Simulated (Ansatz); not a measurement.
`O[SiH](O)[SiH2]F` + `B[SeH]` → `B[Se][SiH2]F` + `O[SiH2]O`  (cleavage of the Si–Si bond)

Calculated with Ansatz (gas phase, PBE0-D4/def2-TZVP geometries, no zero-point term in ΔE). CBS: MP2 limit from def2 TZ/QZ plus the TZ coupled-cluster correction, frozen cores. DFT in def2-TZVPP. For Se outer-core shells are correlated without core-valence functions, which leaves a few kJ/mol of doubt a bond. Scalar relativity is left out up to krypton. One conformer a species, not always the lowest.

`O[SiH](O)[SiH2]F`:

Cartesian coordinates in Å:
```
O 1.074 -1.616 -0.244
Si 0.212 -0.520 0.629
O 1.151 0.558 1.442
Si -1.097 0.789 -0.825
F -0.238 0.965 -2.180
H 1.520 -1.298 -1.032
H -0.570 -1.356 1.575
H 1.726 0.225 2.134
H -2.368 0.108 -1.193
H -1.411 2.144 -0.306
```

`B[SeH]`:

Z-matrix (Å, degrees):
```
B
Se 1 1.899
H 1 1.189 2 121.0
H 1 1.191 2 115.7 3 180.0
H 2 1.470 1 97.7 3 0.0
```

`B[Se][SiH2]F`:

Z-matrix (Å, degrees):
```
Si
Se 1 2.276
F 1 1.597 2 110.1
H 1 1.478 2 109.8 3 -118.8
H 1 1.480 2 108.3 3 117.5
B 2 1.915 1 97.3 3 86.3
H 6 1.191 2 116.4 1 -178.9
H 6 1.191 2 120.8 1 1.5
```

`O[SiH2]O`:

Cartesian coordinates in Å:
```
O 1.037 0.617 -0.805
Si 0.141 -0.386 0.137
O -1.341 0.216 0.510
H 0.728 0.785 -1.697
H -0.158 -1.659 -0.558
H 0.972 -0.571 1.349
H -1.378 0.997 1.064
```

| level | ΔE (kcal/mol) |
| --- | --- |
| ωB97M-V | -19.3 |
| B2PLYP | -18.9 |
| PBE | -15.6 |
| r2SCAN | -18.1 |
| PBE0 | -17.0 |
| CCSD/def2-TZVPP | -18.8 |
| HF/def2-QZVPP | -20.5 |
| CCSD/CBS(def2) | -19.6 |

Q: What does CCSD(T)/CBS give? (An estimate is asked.)

A: The calculation gave: -19.6 kcal/mol. The listed levels differ from it by 0.3, 0.7, 4.0, 1.5, 2.6, 0.8, -0.9, 0.0 kcal/mol.

Largest T1 diagnostic among the species: 0.013.

From PBE to PBE0 (25 % exact exchange), in def2-TZVPP and without D4, ΔE moves by −1.5 kcal/mol.

CCSD(T)/CBS has its own doubt, a few kJ/mol and more with outer-core shells, so smaller differences from it don't rank the levels.
